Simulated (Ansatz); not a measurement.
Geometry optimisation, Ansatz 0.2.0, RKS PBE0-D4/def2-SVP.

Input file:

```yaml
crystal:
  periodic: [false, false, false]
  atoms:
    - { symbol: Mo, position_ang: [-0.096439, -0.047381, -0.17861] }
    - { symbol: F, position_ang: [0.008513, 0.022474, 1.619217] }
    - { symbol: Cl, position_ang: [2.176131, -0.100211, -0.350973] }
    - { symbol: Cl, position_ang: [-0.112368, 2.213319, -0.382382] }
    - { symbol: Cl, position_ang: [-2.374483, -0.075743, 0.0328] }
    - { symbol: F, position_ang: [-0.08121, -1.881243, -0.001204] }
    - { symbol: Cl, position_ang: [-0.310909, -0.339306, -2.428] }
    - { symbol: H, position_ang: [1.544851, 1.595869, 1.496191] }
    - { symbol: H, position_ang: [1.466813, 1.465821, 2.197061] }
basis:
  gaussian: { orbitals: def2-SVP }
hamiltonian:
  xc: pbe0
  dispersion: d4
relax:
  f_tol: 0.03
  max_steps: 50
```

Command:

```bash
$ ansatz run input.yaml --threads 4 --pin off --max-ram 5120MiB --backend cpu --events-out ev --progress --plain --runs-dir out
```

Q: Where does it end, and by what steps?

A: The forces met the threshold. The force dipped under the threshold on the way, but the program's further checks kept it going. After 17 steps the energy has fallen by 0.369 eV; H8 moved furthest, 1.21 Å.

| step | energy less start (eV) | largest force component (eV/Å) | accepted |
| --- | --- | --- | --- |
| 0 | 0.0000 | 1.758 | yes |
| 1 | -0.2162 | 0.441 | yes |
| 2 | -0.2443 | 0.611 | yes |
| 3 | -0.3289 | 0.627 | yes |
| 4 | -0.3522 | 0.156 | yes |
| 5 | -0.3605 | 0.099 | yes |
| 6 | -0.3624 | 0.080 | yes |
| 7 | -0.3624 | 0.081 | no |
| 8 | -0.3626 | 0.051 | yes |
| 9 | -0.3650 | 0.020 | yes |
| 10 | -0.3423 | 0.830 | no |
| 11 | -0.3665 | 0.067 | yes |
| 12 | -0.3659 | 0.127 | no |
| 13 | -0.3674 | 0.045 | yes |
| 14 | -0.3679 | 0.061 | yes |
| 15 | -0.3685 | 0.012 | yes |
| 16 | -0.3685 | 0.102 | yes |
| 17 | -0.3688 | 0.024 | yes |

```xyz
9
Properties=species:S:1:pos:R:3
Mo -0.233 -0.190 -0.356
F -0.054 -0.058 1.473
Cl 2.040 -0.273 -0.515
Cl -0.219 2.072 -0.523
Cl -2.496 -0.210 -0.070
F -0.236 -2.017 -0.141
Cl -0.459 -0.459 -2.597
H 2.186 2.269 2.274
H 1.692 1.719 2.459
```

Whether the end is a true minimum wasn't checked by a vibrational analysis.

The run took 51 s on 4 threads of Intel(R) Xeon(R) Platinum 8488C (Sapphire Rapids) (shared host), peak memory 0.51 GiB.
